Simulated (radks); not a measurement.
Spherical quantum dot in the effective-mass picture: electrons in a hard-walled sphere of radius 2.52, all in effective atomic units (hartree* = m*/eps^2 hartree, bohr* = eps/m* bohr), one dielectric constant everywhere. Calculated with a radial shooting solver with Libxc functionals: non-relativistic Kohn-Sham, LDA (Slater exchange, Perdew-Wang correlation), spin-polarised, spherical densities. Levels are named by radial order and angular momentum (1s, 1p, 1d, 2s, ...), and open shells are averaged over m. Results are scaled to m* = 0.217 and eps = 14.2, for which hartree* = 29.28 meV and bohr* = 3.463 nm.

N = 17, configuration 1s2 1p6 1d(up 5, down 4). This is the lowest configuration that the search found. Occupied and some empty levels:

| level | occupation | eigenvalue (meV) | <r> (nm) |
|---|---|---|---|
| 1s up | 1 | 283.12 | 5.405 |
| 1s down | 1 | 283.73 | 5.399 |
| 1p up | 3 | 298.00 | 5.798 |
| 1p down | 3 | 298.66 | 5.796 |
| 1d up | 5 | 321.43 | 6.079 |
| 1d down | 4 | 322.11 | 6.079 |
| 1f up | 0 | 352.25 | 6.297 |
| 1f down | 0 | 352.93 | 6.297 |
| 2s up | 0 | 355.99 | 4.013 |
| 2s down | 0 | 356.33 | 4.014 |
| 2p up | 0 | 398.68 | 4.596 |
| 2p down | 0 | 399.11 | 4.594 |

Energy (meV): total 3074.96, kinetic 1098.9, external 0, Hartree 2268.5, exchange-correlation -292.38.
